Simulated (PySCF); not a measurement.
Magnetic susceptibility: `O=C[C@@H]1C[SiH2][C@H](Br)C1`, C$_{5}$H$_{9}$BrOSi

Molfile (atoms numbered from 1):
```
C5H9BrOSi
     RDKit          3D

 17 17  0  0  0  0  0  0  0  0999 V2000
   -0.3235   -1.0226    2.0349 O   0  0  0  0  0  0  0  0  0  0  0  0
   -1.0836   -0.9459    1.1109 C   0  0  0  0  0  0  0  0  0  0  0  0
   -0.6495   -0.8812   -0.3285 C   0  0  2  0  0  0  0  0  0  0  0  0
    0.8514   -1.1496   -0.4225 C   0  0  0  0  0  0  0  0  0  0  0  0
    1.6294    0.4346    0.2899 Si  0  0  0  0  0  4  0  0  0  0  0  0
    0.0715    1.4895   -0.1444 C   0  0  2  0  0  0  0  0  0  0  0  0
   -0.7550    2.2498    1.4785 Br  0  0  0  0  0  0  0  0  0  0  0  0
   -0.8971    0.5458   -0.8449 C   0  0  0  0  0  0  0  0  0  0  0  0
   -2.1784   -0.9027    1.2636 H   0  0  0  0  0  0  0  0  0  0  0  0
   -1.2487   -1.5940   -0.9058 H   0  0  0  0  0  0  0  0  0  0  0  0
    1.1341   -1.3040   -1.4634 H   0  0  0  0  0  0  0  0  0  0  0  0
    1.1125   -2.0510    0.1266 H   0  0  0  0  0  0  0  0  0  0  0  0
    2.7422    0.9218   -0.5332 H   0  0  0  0  0  0  0  0  0  0  0  0
    1.9342    0.4497    1.7101 H   0  0  0  0  0  0  0  0  0  0  0  0
    0.2766    2.3641   -0.7591 H   0  0  0  0  0  0  0  0  0  0  0  0
   -1.9390    0.8427   -0.7054 H   0  0  0  0  0  0  0  0  0  0  0  0
   -0.6841    0.5650   -1.9173 H   0  0  0  0  0  0  0  0  0  0  0  0
  1  2  2  0
  2  3  1  0
  3  4  1  0
  4  5  1  0
  5  6  1  0
  6  7  1  0
  6  8  1  0
  8  3  1  0
  2  9  1  0
  3 10  1  6
  4 11  1  0
  4 12  1  0
  5 13  1  0
  5 14  1  0
  6 15  1  6
  8 16  1  0
  8 17  1  0
M  END
```

Computed with GIAO BP86/pcSseg-1 magnetisability, rotational g tensor and spin-rotation constants, non-relativistic, gas phase (PySCF). Geometry: GFN2-xTB.

The calculation is non-relativistic, which matters for the atoms heavier than Zn.

Problem. How diamagnetic is it, and how anisotropic?

Solution. Isotropic -1552 × 10⁻³⁰ J/T², or -93.4 × 10⁻⁶ cm³/mol; principal values -1729, -1562, -1364 × 10⁻³⁰ J/T², anisotropy 317 × 10⁻³⁰ J/T² (root of half the summed squared differences of the principal values). The susceptibility is in cgs units.

Problem. Split it along the inertial axes a, b, c into diamagnetic and paramagnetic parts about the centre of mass, with the quadrupole moment.

Solution. 
```csv
axis,χ (10⁻⁶ cm³/mol),diamagnetic (10⁻⁶ cm³/mol),paramagnetic (10⁻⁶ cm³/mol),summed x² of all electrons (Å²),quadrupole Θ (D Å)
a,-102.7,-792.1,689.4,236.1,+0.79
b,-93.4,-1332.7,1239.3,108.7,+0.31
c,-84.2,-1462.9,1378.7,78.0,-1.10
```
Anisotropies 2χaa − χbb − χcc = -27.9 and 2χbb − χaa − χcc = +0.1 × 10⁻⁶ cm³/mol. Θ is traceless in Buckingham's convention.

Problem. And the rotational g tensor?

Solution. 
```
axis  rotational constant (GHz)        g  nuclear part  electronic part
   a                     1.8428  -0.0162        0.5807          -0.5968
   b                     0.9255  -0.0120        0.5268          -0.5388
   c                     0.8337  -0.0141        0.5258          -0.5400
```
Asymmetric top; isotopes 79Br, 12C, 1H, 16O, 28Si; no vibrational averaging.
